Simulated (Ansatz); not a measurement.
An input meant for the cluster TiSe2 (charge 0, triplet).

```yaml
crystal:
  periodic: [false, false, false]
  atoms:
    - {symbol: Ti, position_ang: [-0.869280, 1.052334, 0.042483]}
    - {symbol: Se, position_ang: [1.378203, 0.252397, 0.264571]}
    - {symbol: Se, position_ang: [1.328203, 0.202397, 0.214571]}
basis:
  gaussian: {orbitals: def2-mTZVPP}
magnetization: {spin_polarized: true, initial_magnetization: 2}
hamiltonian: {xc: {name: BHLYP}}
```

```sh
$ ansatz run in.yaml --threads 4 --pin off --events-out ev --progress --plain --max-ram 3916MiB
```

Output, abridged:

```
Functional definition: BHLYP
1000 factors; integrals over basis functions are off by at most 9.7e-5 eV
mean field evaluation 1: about -55553.2665 eV, gradient 2.6e2 eV
mean field evaluation 2: about -55502.8817 eV, gradient 1.4e2 eV
mean field evaluation 4: about -55581.8262 eV, gradient 2.3e1 eV
mean field evaluation 8: about -55584.1988 eV, gradient 1.0e0 eV
mean field evaluation 16: about -55587.0177 eV, gradient 2.4e-1 eV
mean field evaluation 32: about -55587.2881 eV, gradient 3.4e-3 eV
mean field evaluation 64: about -55587.2805 eV, gradient 4.9e-1 eV
mean field evaluation 96: about -55585.5991 eV, gradient 3.6e0 eV
a density is far from that of the atoms, so the factors are made again for it
1223 factors; integrals over basis functions are off by at most 4.9e-5 eV
mean field -55587.29283190 eV, -2042.7953331520 hartree, gradient 5.0e-6 eV, S^2 2.318116; 0 other end points of the search recorded, 0 dependent functions left out
reference -55587.29294889 eV, -2042.7953374513 hartree; 46, 44 occupied and 59, 61 virtual orbitals, 1223 factors
Total energy: -55587.29294889 eV, -2042.7953374513 hartree
```

In this input one atom was put on top of another. The run converged. The result belongs to that input, not to the species as meant.

The charge 0 triplet is spin-contaminated (final ⟨S²⟩ up to 2.32, 2.00 for a pure state).
